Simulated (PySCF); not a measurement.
C8H12BN.
Structure used (PBE0-D3(BJ)/def2-SVP), in Å, numbered top down from 1:
```xyz
22
C8H12BN angstrom
B      0.8259    1.6557   -1.3471
C      1.2958    0.2999   -0.8192
C      2.6934    0.0876   -0.8163
C      3.2995   -0.9184   -0.0800
C      2.4839   -1.7624    0.6785
C      1.1019   -1.6331    0.6675
C      0.4733   -0.6333   -0.1072
N     -0.9000   -0.5703   -0.1657
C     -1.7004   -1.3047    0.7779
C     -1.6035   -0.2057   -1.3733
H      1.5905    2.3232   -2.0089
H     -0.2502    2.1286   -1.0646
H      3.3111    0.7856   -1.3881
H      4.3841   -1.0418   -0.0803
H      2.9325   -2.5623    1.2744
H      0.5048   -2.3471    1.2345
H     -1.7972   -2.3805    0.5260
H     -2.7128   -0.8750    0.8002
H     -1.2842   -1.2216    1.7914
H     -2.2707    0.6592   -1.2255
H     -2.2164   -1.0576   -1.7246
H     -0.8918    0.0471   -2.1684
```

Level of theory: PBE0-D3(BJ)/def2-SVP geometry optimisation, gas phase (PySCF).

Masses are those of the commonest isotopes; rigid-rotor values at the optimised geometry. The values belong to one conformer with, in the numbering `[BH2:1][c:2]1[cH:3][cH:4][cH:5][cH:6][c:7]1[N:8]([CH3:9])[CH3:10]`, H–B1–C2–C3 17° and -158°.

Task: What are A, B and C (MHz)?

Result: Ia = 231.43, Ib = 429.04, Ic = 627.32 u·Å²; 505379 MHz·u·Å²/I gives A = 2184, B = 1178, C = 805.6 MHz.

Task: What kind of rotor is it?

Result: An asymmetric top. Ray's parameter κ = (2B − A − C)/(A − C) = -0.460; −1 is the prolate and +1 the oblate limit.

Task: What does the inertial defect say?

Result: Not planar: Δ = Ic − Ia − Ib = -33.16 u·Å². For a rigid frame Δ = −2 Σ m c², so Σ m c² = 16.58 u·Å² lies off the ab plane: 6.80 from hydrogen and 9.78 from heavier atoms. The atom farthest from that plane is 1.45 Å away.

Task: Where do the levels up to J = 3 lie, in K?

Result: Above 0(0,0), as E/k:
J = 1: 1(0,1) 0.095, 1(1,1) 0.143, 1(1,0) 0.161
J = 2: 2(0,2) 0.281, 2(1,2) 0.316, 2(1,1) 0.370, 2(2,1) 0.514, 2(2,0) 0.519
J = 3: 3(0,3) 0.552, 3(1,3) 0.572, 3(1,2) 0.679, 3(2,2) 0.800, 3(2,1) 0.819, 3(3,1) 1.088, 3(3,0) 1.089
Those of J = 1 are B + C, A + C and A + B.

Task: Which lines would a microwave search look for?

Result: The dipole components are |μa| = 1.53 D, |μb| = 2.05 D, |μc| = 0.59 D. The squared components, which scale the intensities, stand as 0.56 : 1.00 : 0.08 (a : b : c). Some lines, for components of 0.1 D or more:

```
type  branch         J(Ka,Kc)    MHz  lower level (cm⁻¹)
   a       Q  1(1,0) ← 1(1,1)    372               0.100
   c       Q  1(1,1) ← 1(0,1)   1006               0.066
   b       Q  1(1,0) ← 1(0,1)   1378               0.066
   b       R  2(0,2) ← 1(1,1)   2876               0.100
   b       Q  3(2,1) ← 3(1,2)   2922               0.472
   b       R  1(1,1) ← 0(0,0)   2989               0.000
   b       R  2(1,2) ← 1(0,1)   4601               0.066
   b       Q  3(2,2) ← 3(1,3)   4741               0.398
   b       R  3(0,3) ← 2(1,2)   4915               0.220
   c       Q  3(3,1) ← 3(2,1)   5606               0.569
   b       Q  3(3,0) ← 3(2,1)   5619               0.569
   a       R  3(0,3) ← 2(0,2)   5634               0.196
   c       R  2(1,1) ← 1(0,1)   5717               0.066
   a       R  3(2,2) ← 2(2,1)   5951               0.358
   b       Q  3(3,1) ← 3(2,2)   6008               0.556
   a       R  3(1,2) ← 2(1,1)   6448               0.257
   b       R  2(2,0) ← 1(1,1)   7815               0.100
   c       R  3(1,2) ← 2(0,2)   8284               0.196
   b       R  3(2,1) ← 2(1,2)  10487               0.220
   b       R  3(3,1) ← 2(2,0)  11873               0.360
   c       R  3(3,0) ← 2(2,0)  11886               0.360
   c       R  3(3,1) ← 2(2,1)  11959               0.358
```

Task: Estimate the classical rotational partition function at 10 K, 50 K and 200 K.

Result: Point group C1, symmetry number σ = 1; q = (√π/σ)·√((kT/h)³/(ABC)), k/h = 20836.6 MHz/K: 3700 at 10 K, 41400 at 50 K, 331000 at 200 K.

Stationary, but not proved a minimum. Zero-point vibration and centrifugal distortion are left out. A rigid rotor knows nothing of internal rotation, which can split or shift real lines. Quadrupole hyperfine structure (11B, 14N) is left out.
